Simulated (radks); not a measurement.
Values are calculated unless marked as measured or tabulated.
Initial-state core-level shifts of the neodymium ion Nd+ when its valence configuration changes from [Xe] 4f4 6s1. Level of theory: scalar-relativistic Kohn-Sham, r2SCAN, spin-polarised, spherical densities, finite nucleus; open shells are filled with parallel spins first (spin-orbit coupling, left out, can overturn this in heavy ions); meta-GGA in the generalised Kohn-Sham scheme; Fermi nuclear charge, rms radius 4.9123 fm (a radial shooting solver on a logarithmic mesh with Libxc functionals). Shifts are changes of the shell-averaged eigenvalues in eV (positive: less bound); the change of the density at the nucleus, which sets a Mossbauer isomer shift, is in e/bohr^3, on a base of 4.722e+05.

valence	2p	3d	4d	5s	density at nucleus
4f3 6s2	-9.657	-10.563	-9.598	-6.047	+56.50
4f4 5d1	+1.852	+1.793	+1.856	+1.988	-24.62
4f3.5 6s1.5	-4.595	-5.009	-4.602	-2.990	+25.36
4f4 5d0.5 6s0.5	+0.918	+0.887	+0.920	+0.987	-12.54
4f3.5 5d0.5 6s1	-3.358	-3.805	-3.371	-1.720	+12.46
4f3 6s1 6p1	-10.523	-11.435	-10.457	-6.869	+30.84
4f4 6p1	-1.135	-1.119	-1.134	-1.188	-22.51
4f3.5 6s1 6p0.5	-5.007	-5.425	-5.011	-3.380	+13.94
4f3 5d1 6s1	-7.029	-7.989	-7.003	-3.474	+26.21
